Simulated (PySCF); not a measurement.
**GeF₄: breathing scan**

Level of theory: B3LYP in PySCF with Ge def2-TZVP, F def2-TZVP; no relativity; density-fitted integrals.

Rigid scan from the singlet minimum (Ge–F 1.702 Å (×4); F–Ge–F 109.5° (×6)). Coordinate: all bonds to the central atom scaled together. Energies in kJ/mol from the minimum.

Question: Predict the curve at 0.88, 0.92, 0.96, 1.00, 1.04, 1.08, 1.14, 1.22, 1.35.

Answer: 
| scale of all bonds to the centre | E (kJ/mol) |
| --- | --- |
| 0.88 | 431.7 |
| 0.92 | 166.1 |
| 0.96 | 36.1 |
| 1.00 | 0.0 |
| 1.04 | 27.8 |
| 1.08 | 98.0 |
| 1.14 | 249.8 |
| 1.22 | 488.8 |
| 1.35 | 868.7 |

At long bonds a restricted determinant can lie too high, and another spin state can fall below this curve.

Other isomers or separated fragments may lie lower.

The scan took 38 s on 4 threads of a shared Intel Xeon Platinum 8259CL @ 2.50GHz (Skylake/Cascade Lake) host; the process peaked at 2 GiB. Launch command: `OMP_NUM_THREADS=4 python axn.py task.json out`.
